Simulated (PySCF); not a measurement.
A structure optimised at PBE0-D3(BJ)/def2-SVP, used in a PySCF frequency run:

```
W
N 1 1.7433
H 2 1.0165 1 153.43
O 1 1.8951 2 109.61 3 -119.83
H 4 0.9625 1 124.94 2 -9.76
N 1 1.9354 2 104.72 3 120.57
H 6 1.0148 1 124.64 2 11.81
H 6 1.0168 7 111.38 1 170.14
S 1 2.1498 2 111.90 3 2.51
```
Charge 0, spin multiplicity 1.

Q: Write its SMILES and formula.

A: [NH]=[W]([NH2])([OH])=[S], H4N2OSW

Q: What are its rotational constants (standard atomic weights)?

A: 3.1967, 2.1538, 1.9890 GHz
